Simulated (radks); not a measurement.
Values are calculated unless marked as measured or tabulated.
Problem. All-electron atom: Pt LII in [Ar] 3d9. Code: a radial shooting solver on a logarithmic mesh with Libxc functionals. Model: scalar-relativistic Kohn-Sham, SCAN, spin-polarised, spherical densities, finite nucleus; open shells are filled with parallel spins first (spin-orbit coupling, left out, can overturn this in heavy ions); meta-GGA in the generalised Kohn-Sham scheme; Fermi nuclear charge, rms radius 5.427 fm. Some entries of the table are withheld. Estimate them.

| orbital | occ. | eigenvalue (hartree) | <1/r> (bohr^-1) |
|---|---|---|---|
| 1s up | 1 | -2991.598 | 93.93 |
| 1s down | 1 | -2991.591 | 93.93 |
| 2s up | 1 | -612.5563 | 22.10 |
| 2s down | 1 | -612.4073 | 22.10 |
| 2p up | 3 | -545.0516 | 19.72 |
| 2p down | 3 | -544.9162 | 19.72 |
| 3s up | 1 | (1) | 8.410 |
| 3s down | 1 | (2) | 8.404 |
| 3p up | 3 | -197.8874 | 7.719 |
| 3p down | 3 | -197.6383 | 7.713 |
| 3d up | 5 | (3) | (4) |
| 3d down | 4 | (5) | (6) |

Solution. 
(1) 3s up eigenvalue (hartree): -217.8564
(2) 3s down eigenvalue (hartree): -217.6027
(3) 3d up eigenvalue (hartree): -177.4344
(4) 3d up <1/r> (bohr^-1): 7.268
(5) 3d down eigenvalue (hartree): -177.1517
(6) 3d down <1/r> (bohr^-1): 7.265
